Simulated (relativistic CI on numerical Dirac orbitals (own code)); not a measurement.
# Ti IV: calculation against measurement

Calculated at this level of theory: Dirac-Coulomb-Breit CI, separate exchange-only KLI orbitals for each configuration, a model potential for QED, valence Slater integrals scaled by 0.85, P86 correlation energy added to each configuration (own radial code, finite nucleus).

Configurations in the expansion (outside the closed core [Ne]): 3s2 3p6 3d, 3s2 3p6 4s, 3s2 3p6 4p, 3s2 3p5 3d2, 3s2 3p6 4d, 3s2 3p6 5s, 3s2 3p6 5p, 3s2 3p6 4f, 3s2 3p6 5d, 3s2 3p6 6s, 3s2 3p6 6p, 3s2 3p6 5f, 3s2 3p6 5g, 3s2 3p6 6d, 3s 3p6 3d2. Double excitations out of closed p, d and f shells are left out; levels of such configurations are missing from the list, as are those of other unlisted configurations, and high levels can miss mixing partners.

```tsv
Configuration	Term (tabulated)	J	Measured (cm⁻¹)	Computed	Error	Purity (%)
3s2 3p6 3d	2D	3/2	0.0	0	0	100
3s2 3p6 3d	2D	5/2	382.1	348	-34	100
3s2 3p6 4s	2S	1/2	80388.9	84576	4187	100
3s2 3p6 4p	2P°	1/2	127921.4	131326	3405	100
3s2 3p6 4p	2P°	3/2	128739.6	132088	3348	100
3s2 3p6 4d	2D	3/2	196804.3	198935	2130	100
3s2 3p6 4d	2D	5/2	196890.0	199014	2124	100
3s2 3p6 5s	2S	1/2	212407.3	213662	1255	100
3s2 3p6 5p	2P°	1/2	230608.9	232076	1467	100
3s2 3p6 5p	2P°	3/2	230924.4	232369	1444	100
3s2 3p6 4f	2F°	5/2	236135.3	239644	3509	99
3s2 3p6 4f	2F°	7/2	236142.3	239651	3509	99
3s2 3p6 5d	2D	3/2	258838.5	260521	1682	100
3s2 3p6 5d	2D	5/2	258877.1	260553	1676	100
3s2 3p6 6p	2P°	1/2	274726.3	275611	885	100
3s2 3p5 3d2	2F° †	5/2	274839.8	285588	10748	89
3s2 3p6 6p	2P°	3/2	274881.2	275773	892	70
3s2 3p6 5f	2F°	5/2	275847.0	278795	2948	90
3s2 3p6 5f	2F°	7/2	275861.9	278869	3007	92
3s2 3p6 5g	2G	7/2	278510.6	280769	2258	100
3s2 3p6 5g	2G	9/2	278511.2	280769	2258	100
3s2 3p6 6d	2D	3/2	289186.0	290468	1282	100
3s2 3p6 6d	2D	5/2	289206.9	290484	1277	100
```

Measured levels from Corliss and Sugar, J. Phys. Chem. Ref. Data 8, 1 (1979); pairs were made by configuration, J and term (by order where the table uses no LS term), so strongly mixed levels may be paired wrongly.

Mean error by configuration (cm⁻¹): 3s2 3p6 3d -34; 3s2 3p6 4s 4187; 3s2 3p6 4p 3376; 3s2 3p6 4d 2127; 3s2 3p6 5s 1255; 3s2 3p6 5p 1456; 3s2 3p6 4f 3509; 3s2 3p6 5d 1679; 3s2 3p6 6p 888; 3s2 3p6 5f 2978; 3s2 3p6 5g 2258; 3s2 3p6 6d 1279. Over the excited levels the mean absolute error is 2123 cm⁻¹ (22 of the 29 excited levels that our extract of the source holds in range could be paired, and the others can miss by more), and the median relative error of those above 1,000 cm⁻¹ is 0.81 %. † marks terms whose computed intervals miss the measured ones by more than a factor of 2.5, or configurations far off the rest, from wrong mixing, a near crossing or a doubtful label or measurement; they are left out of the means.
